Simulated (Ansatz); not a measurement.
Reaction 2 R1 → P1 + P2, each structure at its B3LYP-D3(BJ)/def2-TZVP stationary point, reached from a drawn start (curvature not checked).
P1, H2O (SMILES O) (charge 0, multiplicity 1):
```xyz
3

O      0.000     0.000     0.390
H      0.000     0.765    -0.195
H      0.000    -0.765    -0.195
```
P2: O atom, charge 0, multiplicity 3.
R1, OH (SMILES [OH]) (charge 0, multiplicity 2):
```xyz
2

O      0.00000     0.00000     0.48836
H      0.00000     0.00000    -0.48836
```

P less R. No zero-point or thermal terms; singlets are restricted closed shells; open shells are unrestricted; no spin–orbit coupling.

Frozen-core correlation throughout. CBS(a, b) extrapolates the correlation energy as X⁻³ and adds the Hartree–Fock energy of set b.

The values were computed with Ansatz (a first-principles code). Each number belongs to the level named beside it.

PBE/def2-TZVPPD gives -14.50 kcal/mol for the reaction energy.

Question: How do the other levels lie against it? Give each less PBE: r2SCAN/def2-TZVPPD, PBE0/def2-TZVPPD, wB97M-V/def2-TZVPPD, B2PLYP/def2-TZVPPD, MP2/CBS(aug-cc-pVTZ, aug-cc-pVQZ), CCSD(T)/CBS(aug-cc-pVTZ, aug-cc-pVQZ).

Answer: r2SCAN/def2-TZVPPD 1.51; PBE0/def2-TZVPPD -1.27; wB97M-V/def2-TZVPPD -2.39; B2PLYP/def2-TZVPPD -2.65; MP2/CBS(aug-cc-pVTZ, aug-cc-pVQZ) -7.64; CCSD(T)/CBS(aug-cc-pVTZ, aug-cc-pVQZ) -4.12 kcal/mol. 1 of 6 lie above PBE; the widest gap is to MP2/CBS(aug-cc-pVTZ, aug-cc-pVQZ).
